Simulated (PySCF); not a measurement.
# `C#Cc1ccpc(Br)c1`, C7H4BrP

Geometry:
```tsv
atom	x (Å)	y (Å)	z (Å)
C1	-2.713	-1.507	0.193
C2	-1.678	-0.903	0.111
C3	-0.456	-0.196	0.017
C4	-0.478	1.165	-0.300
C5	0.656	1.934	-0.413
P6	2.292	1.396	-0.195
C7	1.966	-0.278	0.176
Br8	3.516	-1.359	0.516
C9	0.735	-0.887	0.247
H10	-3.617	-2.033	0.264
H11	-1.444	1.627	-0.463
H12	0.539	2.982	-0.661
H13	0.677	-1.940	0.490
```

Computed, not measured: GIAO B3LYP/pcSseg-1 magnetisability, rotational g tensor and spin-rotation constants, non-relativistic, gas phase in PySCF 2.14.0. Geometry: GFN2-xTB.

The calculation is non-relativistic, which matters for the atoms heavier than Zn.

**Question.** Give the nuclear spin-rotation constants along the inertial axes (H = +C I·J) beside the isotropic shieldings.

**Answer.** Rotational constants 1.6526, 0.5985, 0.4394 GHz. A star marks the isotopologue with that one atom substituted, in its own axes.
| atom | isotope | Caa (kHz) | Cbb (kHz) | Ccc (kHz) | mean (kHz) | σ (ppm) |
| --- | --- | --- | --- | --- | --- | --- |
| P6 | 31P | 4.420 | 1.650 | 0.555 | 2.208 | 56.4 |
| Br8 | 79Br | 1.588 | 1.420 | 1.199 | 1.402 | 1800.8 |
| H10 | 1H | -0.051 | -0.028 | -0.051 | -0.043 | 28.8 |
| H11 | 1H | 0.168 | -0.052 | -0.045 | 0.024 | 23.9 |
| H12 | 1H | -0.133 | 0.070 | -0.048 | -0.037 | 23.0 |
| H13 | 1H | -0.158 | 0.068 | -0.044 | -0.045 | 23.4 |
| C1 | 13C* | 0.349 | 0.140 | 0.143 | 0.210 | 91.8 |
| C2 | 13C* | 0.271 | 0.125 | 0.175 | 0.190 | 92.6 |
| C3 | 13C* | 0.712 | 0.242 | 0.054 | 0.336 | 52.0 |
| C4 | 13C* | 0.834 | 0.231 | 0.053 | 0.372 | 40.2 |
| C5 | 13C* | 0.626 | 0.378 | 0.053 | 0.352 | 13.6 |
| C7 | 13C* | 1.052 | 0.231 | 0.088 | 0.457 | -5.7 |
| C9 | 13C* | 0.627 | 0.301 | 0.071 | 0.333 | 33.6 |

For the geometry as given, no vibrational averaging.
